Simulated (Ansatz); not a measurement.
Mulliken charges of `FCC#CC(F)F` from PBE/def2-TZVPP in Ansatz (PBE0-D4/def2-TZVP geometry).

```
atom   x (Å)   y (Å)   z (Å)  charge (e)
  F1  -2.852  -0.162   0.167      -0.182
  C2  -1.842   0.643   0.647      -0.023
  C3  -0.542   0.186   0.192       0.031
  C4   0.546  -0.168  -0.169      -0.029
  C5   1.837  -0.648  -0.641       0.195
  F6   2.475   0.312  -1.354      -0.147
  F7   2.638  -0.978   0.401      -0.147
  H8  -1.882   0.630   1.741       0.109
  H9  -2.023   1.665   0.300       0.109
 H10   1.728  -1.531  -1.280       0.087
```

**Question.** By hand: the dipole of these point charges (1 e Å = 4.8032 D).

**Answer.** Σ q r = (-0.140, 0.114, 0.092) e Å, of length 0.203 e Å = 0.98 D.

**Question.** How does the dipole of the full density compare? (Estimate.)

**Answer.** Ansatz gave: (-0.199, 0.096, 0.084) e Å, 1.14 D; the point charges give 0.86 times that, at 14° from its direction.

Point charges leave out the atoms' own dipoles, such as those of lone pairs, and Mulliken's split depends on the basis, so the close match here is no proof of good charges.
